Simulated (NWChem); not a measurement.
Molecule: CH$_{3}$BF$_{2}$O; SMILES B(F)(F)CO

```xyz
8

O      0.1199    -1.9500     0.1295
C     -0.7210    -0.8435    -0.0637
B     -0.0206     0.5563     0.0120
F     -0.7108     1.6797     0.0337
F      1.2979     0.6567     0.0151
H      0.9586    -1.7728    -0.3081
H     -1.2773    -0.8887    -1.0285
H     -1.5150    -0.8744     0.7038
```
Atoms are numbered in this order, from 1.

Computed with NWChem. Pople sets run with spherical d functions. The geometry was optimised at PBE0/def2-SVP. B3LYP is NWChem's, with the RPA form of VWN correlation. Atomic charges in e: unrestrained fits to the electrostatic potential beside Mulliken populations; buried atoms are poorly determined by the fit.

For level Hartree-Fock/6-31G*:

Mulliken O1: -0.77
Mulliken C2: -0.22
ESP B3: 0.74
Mulliken B3: 0.94
Mulliken F4: -0.38
Mulliken F5: -0.39

### Question
How do the values read with level B3LYP/def2-SVP instead?

### Answer
| Quantity | Value |
|---|---|
| Mulliken O1 | -0.31 |
| Mulliken C2 | 0.12 |
| ESP B3 | 0.59 |
| Mulliken B3 | 0.15 |
| Mulliken F4 | -0.09 |
| Mulliken F5 | -0.10 |
